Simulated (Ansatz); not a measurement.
Born–Oppenheimer molecular dynamics of FH₅N₂OSi₂ (11 atoms, charge 0, multiplicity 1). It goes on from the last frame of an earlier run, with new velocities.

All numbers below come from RKS B3LYP-D4/STO-3G in Ansatz 0.2.0.

| Quantity | Value |
| --- | --- |
| ensemble | NVT, Langevin thermostat |
| time step | 3 fs |
| steps asked | 40 |
| set temperature | 200 K |
| friction | 0.05 /fs |
| seed | 334306 |

First frame:

```xyz
11
Properties=species:S:1:pos:R:3
N 1.980 1.248 0.002
Si 0.268 0.878 0.190
N -0.407 -0.459 1.195
Si -1.447 -1.011 -0.249
F -1.263 -2.601 -0.668
O -0.486 0.071 -1.224
H 2.409 2.072 0.532
H 2.677 0.534 -0.282
H -0.239 2.278 0.378
H -0.861 -0.453 2.134
H -2.879 -0.831 -0.078
```

**Question.** What does the run give?

**Answer.** The run went to its last step.

* steps done: 40
* time covered: 120 fs
* mean temperature over the second half: 680282 K
* spread of the potential energy over the second half: 999.2 meV per atom
* mean potential energy of the second half above the start: 3156.7 meV per atom

The temperature shot up to 3.2e+06 K, far beyond the bath's, so the integration failed: the time step of 3 fs is too long for the fastest motions that this run met, and the later frames carry no physical meaning.

**Question.** What happens to the structure?

**Answer.** Parted: N1–Si2 1.76 → 2.32 Å, N1–H7 1.07 → 15.33 Å, N1–H8 1.04 → 35.90 Å, Si2–N3 1.80 → 12.93 Å, Si2–H9 1.50 → 35.51 Å, N3–Si4 1.86 → 13.41 Å. Joined: N1–O6 3.00 → 1.37 Å. It ends as FHNOSi2 + H + H + H + H + N. Pairs count as bonded within 1.25 times the sum of covalent radii (0.12 Å more for H–H). This is one draw of velocities; another would differ in detail.

**Question.** How do temperature and energy run in time?

**Answer.** 
```tsv
time (fs)	T (K)	potential energy less start (eV)
0.0	182	0.000
3.0	252	-0.038
6.0	403	-0.150
9.0	449	-0.035
12.0	359	0.998
15.0	552	0.604
18.0	3469	2.762
21.0	11524	7.973
24.0	7766	10.905
27.0	6034	10.367
30.0	4378	10.447
33.0	3890	11.209
36.0	3199	13.446
39.0	6247	15.759
42.0	24712	25.565
45.0	89140	24.344
48.0	66107	24.502
51.0	49178	24.579
54.0	36569	24.553
57.0	27370	24.595
60.0	20406	24.594
63.0	15168	24.508
66.0	11600	24.071
69.0	9582	22.787
72.0	9597	19.106
75.0	1039099	73.895
78.0	3237676	29.826
81.0	2399044	33.413
84.0	1778927	33.311
87.0	1316763	32.452
90.0	974091	31.937
93.0	723238	33.197
96.0	538927	33.715
99.0	399124	31.646
102.0	365336	45.572
105.0	448379	39.092
108.0	331319	40.714
111.0	246381	38.216
114.0	184257	38.217
117.0	136274	39.228
120.0	100741	39.699
```

Run time: 5.1 min on 1 thread of Intel(R) Xeon(R) Platinum 8175M CPU @ 2.50GHz (Skylake/Cascade Lake), on a shared host, peak memory 0.16 GiB.
